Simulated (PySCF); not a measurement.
# Telling isomers of C$_{6}$H$_{11}$N$_{2}$P apart by NMR

[PySCF 2.14: shielding tensors at PBE0/pcSseg-1 (GIAO); geometry: GFN2-xTB; equivalent nuclei averaged; no solvent; one computed conformer; no relativistic terms]

Chemical shifts δ = σref − σ; $^{1}$H and $^{13}$C vs TMS, all at this level. Splittings of carbon signals by F and P are missing where no couplings were computed. Where no couplings were computed, multiplicities follow the n + 1 count of equivalent neighbours, and m marks all less simple cases (inequivalent or close neighbours, rings, F or P nearby). Shifts are as computed. Against solution values, carbons near 30 ppm lie about +3 ppm off and those near 130 ppm about +5 ppm. Of 1211 compounds with measured shifts, 218 miss one by over three times the rms of a fit or turn the order of signals round; such compounds aren't used in these exercises. OH and NH positions are gas-phase values without hydrogen bonding to other molecules.

(1) Tabulate the signals of `CN=P1(NC)C=CC=C1`, `CN(C)c1cn(C)cp1` and their relative energies.

(2) What is the quickest way to tell CN=P1(NC)C=CC=C1 from CN(C)c1cn(C)cp1?

Answers

(1) 
| SMILES | carbon types | δC | δH | E rel. (kcal/mol) |
| --- | --- | --- | --- | --- |
| CN=P1(NC)C=CC=C1 | 4×CH 2×CH3 | 145.4, 138.4, 32.9, 24.5 | 6.74 (m, 2H), 5.98 (m, 2H), 3.11 (m, 3H), 3.05 (m, 3H), 0.65 (br s, 1H) | 31.9 |
| CN(C)c1cn(C)cp1 | 1×C 2×CH 3×CH3 | 172.5, 153.5, 113.2, 43.9, 40.6 | 7.48 (m, 1H), 6.53 (m, 1H), 3.81 (s, 3H), 2.84 (s, 6H) | 0.0 |

Energies are electronic energies at PBE0/pcSseg-1 on these geometries, without zero-point or thermal terms, each for the one conformer computed, which needn't be the lowest.

(2) Count the carbon signals: 4 against 5. The first has a methyl carbon bonded to N (CH3) at 24.5 ppm, the second an aromatic carbon bearing nitrogen (C) at 172.5 ppm. Their most deshielded carbons lie at 145.4 and 172.5 ppm. In the proton spectra the most deshielded non-exchanging signals are 6.74 (m, 2H) and 7.48 (m, 1H).
